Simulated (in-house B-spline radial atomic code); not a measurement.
The numbers below are computed, except where a source is named.
**Ghost states of the separable form: Se**

Se, [Ar] 3d10 4s2 4p4, non-relativistic LDA (VWN5), spherical and spin-unpolarised, from an all-electron radial atomic-structure program (B-spline basis) (atomic units; all potentials screened as in the neutral atom).

Troullier-Martins channels: 4s (ε = -0.6212, r_c = 1.763 bohr), 4p (ε = -0.2458, r_c = 2.153 bohr). In the Kleinman-Bylander form one channel serves as the local potential, and each other channel l becomes |δV u><u δV|/<u|δV|u>, with δV = V_l − V_local and u the pseudo-orbital. Its strength is E_KB = <u|δV²|u>/<u|δV|u>. By the analysis of Gonze, Stumpf and Scheffler a spurious state lies below the reference level ε if E_KB > 0 and ε is above the second level of the local potential alone, or if E_KB < 0 and ε is above its first. The table's levels are those of angular momentum l in a sphere of 9 bohr, whose wall can lift a shallow ε a little above its free-atom value.

```
local  channel   <u δV u>  <u δV² u>        ε  first local level  second local level
    p        s   0.040385    0.24871  -0.6212            -0.7411             -0.0116
    s        p  -0.013145    0.11708  -0.2457            -0.2456              0.0939
```

Problem. Apply the rule to each row.

Solution. Local p, channel s: E_KB = +6.16, so ε = -0.6212 is set against -0.0116: no ghost. Local s, channel p: E_KB = -8.91, so ε = -0.2457 is set against -0.2456: no ghost.

Diagonalising the separable Hamiltonian gives:

```tsv
local	channel	three lowest levels	all-electron, two lowest valence levels
p	s	-0.6212, 0.0145, 0.2975	-0.6212, 0.0146
s	p	-0.2457, -0.1954, 0.0970	-0.2457, 0.0926
```

Problem. Which choices of local channel are safe?

Solution. The rule finds no ghost below ε. Among the safe choices the second level, which tests transfer, is off by at most 0.1 millihartree (p local). With s local the p channel has a spurious state at -0.1954, above ε, where the rule doesn't look; that choice is unsafe too.
